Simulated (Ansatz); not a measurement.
Energy difference R1 + R2 → P1, each structure at its B3LYP-D3(BJ)/def2-TZVP stationary point, reached from a drawn start (curvature not checked).
R1: BF3 (SMILES FB(F)F), charge 0, multiplicity 1.
P1: BF3H3N (SMILES [NH3+][B-](F)(F)F), charge 0, multiplicity 1.
R2, NH3 (SMILES N) (charge 0, multiplicity 1):
```xyz
4

N      0.00000    -0.00002     0.27907
H      0.00000     0.94280    -0.09306
H      0.81651    -0.47144    -0.09305
H     -0.81651    -0.47144    -0.09305
```

P less R. No zero-point or thermal terms.

Correlated levels freeze the cores.

Codes used: Ansatz (a first-principles code). All values are computed, each at the level named.

Total energies in hartree:

```csv
structure,PBE/def2-TZVPP,r2SCAN/def2-TZVPP,CCSD(T)/cc-pVQZ
R1,-324.385129,-324.572694,-324.293344
P1,-380.930001,-381.158869,-380.822152
R2,-56.510610,-56.548531,-56.492970
```

### Question
Work out the reaction energy at each level in kJ/mol (1 hartree = 2625.49964 kJ/mol), and say how far PBE/def2-TZVPP lies from CCSD(T)/cc-pVQZ.

### Answer
- PBE/def2-TZVPP: (-380.930001) − (-324.385129) − (-56.510610) = -0.034262 hartree = -90.0 kJ/mol
- r2SCAN/def2-TZVPP: (-381.158869) − (-324.572694) − (-56.548531) = -0.037644 hartree = -98.8 kJ/mol
- CCSD(T)/cc-pVQZ: (-380.822152) − (-324.293344) − (-56.492970) = -0.035838 hartree = -94.1 kJ/mol
PBE/def2-TZVPP less CCSD(T)/cc-pVQZ: 4.1 kJ/mol. CCSD(T)/cc-pVQZ is the level counted from, the highest shown, and no exact or measured value.
